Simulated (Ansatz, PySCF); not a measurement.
Gas-phase reaction in SMILES: C#C (C2H2) [acetylene] -> [C]#C + H atom (the C-H bond at the site shown breaks; other sites are not compared here)
Each molecule is optimised on its own at B3LYP-D3(BJ)/def2-TZVP (Ansatz, a program for electronic structure). Markedly spin-contaminated UHF reference, which strains HF, MP2 and, less, CCSD(T): [C]#C. High T1 diagnostic, so coupled cluster is less sure: [C]#C.
Geometry of the first species:
```xyz
4

C      0.0000     0.0000    -0.5984
C      0.0000     0.0000     0.5984
H      0.0000     0.0000     1.6611
H      0.0000     0.0000    -1.6611
```

Property: bond dissociation energy (enthalpy at 298 K, with B3LYP-D3(BJ) rigid-rotor harmonic-oscillator terms from PySCF), in kJ/mol. Correlated levels leave the core frozen unless marked. Open shells are spin-unrestricted. No spin-orbit coupling. No relativistic terms. CBS marks a two-point X^-3 extrapolation of the correlation energy; Hartree-Fock from the larger set.

```
level             program  bond dissociation energy (kJ/mol)
----------------  -------  ---------------------------------
SVWN5/def2-TZVPD   Ansatz                              602.5
```

**Question.** What does CCSD(T)/CBS(def2-TZVPPD,def2-QZVPPD) (Ansatz) give?

**Answer.** 559.8 kJ/mol, so SVWN5/def2-TZVPD differs from it by 42.7 kJ/mol.
